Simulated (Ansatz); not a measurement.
Species: CH5O3Si (charge 0, doublet). It need not be the lowest isomer of its formula. SMILES: C[Si]([O])(O)O
Coordinates optimised at B3LYP-D3(BJ)/def2-TZVP (Ansatz, a first-principles code):
```xyz
10

C      1.4427     0.5362    -0.9364
Si    -0.0553    -0.0230     0.0113
O     -0.4148    -1.4799    -0.7098
O     -1.2001     1.1354    -0.1202
O      0.1431    -0.2762     1.6256
H      1.1967     0.7302    -1.9804
H      1.7908     1.4691    -0.4849
H      2.2470    -0.1975    -0.8950
H     -1.8772     1.1805     0.5597
H      0.5345    -1.1109     1.8967
```
Charge 0, spin multiplicity 2.

Parts of the frozen-core correlation energy in 6-31G (Ansatz, hartree). Frozen orbitals: 9; correlated occupied orbitals by spin: 16 and 15; virtual: 34 and 35. Open shells are spin-unrestricted. No spin-orbit coupling. No relativistic terms.

| term | value |
|---|---|
| reference (HF) | -554.21208 |
| MP2 opposite-spin | -0.35381 |
| MP2 same-spin | -0.11531 |
| CCSD correlation | -0.49817 |
| (T) | -0.00868 |
| T1 diagnostic | 0.015 |
| largest doubles amplitude | 0.027 |
| <S^2> of the reference | 0.754 |
